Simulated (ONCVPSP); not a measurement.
**Reading a pseudo-wave (Re)**

Columns: radius, all-electron u(r) and pseudo u(r) of the 5s shell (level -85.29 eV) of rhenium in the configuration [Kr] 4d10 4f14 5s2 5p6 5d5 6s2; PBEsol, scalar-relativistic, ONCV scheme, ONCVPSP 4.0.1.

| r (bohr) | all-electron | pseudo |
| --- | --- | --- |
| 0.130 | 0.4018 | 0.2274 |
| 0.260 | -0.3044 | 0.4447 |
| 0.390 | -0.5913 | 0.6413 |
| 0.520 | -0.0006 | 0.8057 |
| 0.650 | 0.6471 | 0.9267 |
| 0.780 | 1.0362 | 0.9961 |
| 0.910 | 1.1696 | 1.0104 |
| 1.040 | 1.1330 | 0.9727 |
| 1.170 | 1.0080 | 0.8923 |
| 1.300 | 0.8500 | 0.7829 |
| 1.430 | 0.6916 | 0.6599 |
| 1.560 | 0.5487 | 0.5370 |
| 1.690 | 0.4275 | 0.4245 |
| 1.820 | 0.3286 | 0.3282 |
| 1.950 | 0.2500 | 0.2500 |
| 2.080 | 0.1887 | 0.1887 |
| 2.210 | 0.1416 | 0.1415 |
| 2.340 | 0.1057 | 0.1057 |
| 2.470 | 0.0786 | 0.0786 |
| 2.600 | 0.0582 | 0.0582 |
| 2.730 | 0.0430 | 0.0430 |
| 2.860 | 0.0317 | 0.0317 |
| 2.990 | 0.0233 | 0.0233 |
| 3.120 | 0.0171 | 0.0171 |
| 3.250 | 0.0126 | 0.0126 |
| 3.380 | 0.0092 | 0.0092 |

Problem. How many radial nodes do the two functions have?

Solution. The all-electron 5s function has n − l − 1 = 4 (the table is too coarse to show those close to the nucleus); the pseudo-wave has 0, since the states of the same l below it are removed with the core.

Problem. At about which radius was the pseudo-wave matched?

Solution. 2.00 bohr. The columns agree to 0.0005 from 1.82 bohr on; several derivatives are matched, so the curves merge somewhat inside the radius.

Problem. Is the pseudo-wave norm-conserving?

Solution. Yes: the ONCV scheme keeps the norm inside the radius equal to the all-electron one, which fixes the energy derivative of the logarithmic derivative at the level.
